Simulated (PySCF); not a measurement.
## How the method changes the constants of AuC

State: ²Π (doublet), unpaired electrons π ↑. Set-up: PySCF, scalar-relativistic core potentials, basis sets Au def2-TZVPP with ECP60, C def2-TZVPP. De refers to Au (5d10 6s1) + C in their high-spin ground configurations, without counterpoise correction. The functionals are run spin-unrestricted. A positive dipole means Au(−)C(+).

```csv
Level,Re (Å),ωe (cm⁻¹),De (eV),μ (D)
ROHF,1.991,538,n/a,-3.06
ROHF-MP2,1.786,786,n/a,n/a
ROHF-SCS-MP2,1.812,737,n/a,n/a
ROHF-CCSD,1.869,682,2.42,n/a
ROHF-CCSD(T),1.858,707,2.82,n/a
LDA,1.816,769,4.30,-1.56
PBE,1.854,710,3.51,-1.60
r²SCAN,1.850,718,3.22,-1.73
PBE0,1.860,690,2.82,-1.89
M06,1.889,622,2.56,-1.72
HSE06,1.864,683,2.81,-1.84
M06-2X,1.860,662,2.26,-2.02
B2PLYP,1.849,713,2.85,-2.15
```

The bond length runs from 1.786 Å (ROHF-MP2) to 1.991 Å (ROHF). De spans 2.26 eV (M06-2X, hybrid meta-GGA) to 4.30 eV (LDA, local density).

Correlated steps freeze 1 core orbital. Spin–orbit coupling is left out, which matters for elements this heavy, above all for dissociation energies. B2PLYP dipoles, levels and charges come from its SCF part alone. With d or f electrons several states lie close, and the lowest PBE0 determinant need not be the measured ground state.

The whole job (state search and all levels along the bond) took about 31 min on 1 thread of Arm Neoverse V1 (shared host), peak memory 2.8 GiB.
